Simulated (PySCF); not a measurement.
From computed data to an observable: chemical shift, span and skew from a shielding tensor

C₂H₆GeN₂, SMILES [NH2][Ge@H]1[CH]=N[CH2]1. Atoms are numbered in the order given.

```xyz
11

N      1.8926     0.0356     0.7942
Ge     0.4102    -0.2117    -0.2373
C     -1.3021    -0.7153     0.6102
N     -1.9738     0.2954     0.2030
C     -1.0330     1.1594    -0.5211
H      2.7805     0.1416     0.3147
H      1.8273     0.6891     1.5676
H      0.8982    -1.0225    -1.4576
H     -1.7701    -1.5161     1.2023
H     -0.9059     2.1238    -0.0026
H     -1.3771     1.3758    -1.5458
```

The structure is a stationary point at PBE0-D3(BJ)/def2-SVP. The structure was generated by enumeration; whether it is a known compound was not checked. One conformer was computed; it need not be the lowest.

GIAO shieldings from PBE/pcSseg-1 (PySCF), non-relativistic, no solvent. The symmetric part of the tensor of C3 has the principal values -94.4, -13.2, 72.8 ppm. The same nucleus in TMS has σ = 182.0 ppm at this level (PySCF, at its B3LYP-D3(BJ)/def2-TZVP geometry).

Problem. Work out the isotropic shielding, the ¹³C shift against TMS, the span and the skew.

Solution. 
σ(iso) = (σ11 + σ22 + σ33)/3 = -11.6 ppm. δ = σ(ref) − σ(iso) = 182.0 − (-11.6) = 193.6 ppm.
Span Ω = σ33 − σ11 = 167.2 ppm. Skew κ = 3(σ(iso) − σ22)/Ω = 0.03. Tumbling in solution averages the tensor to δ; in a static solid the shielding alone would spread this spin-1/2 line over Ω.
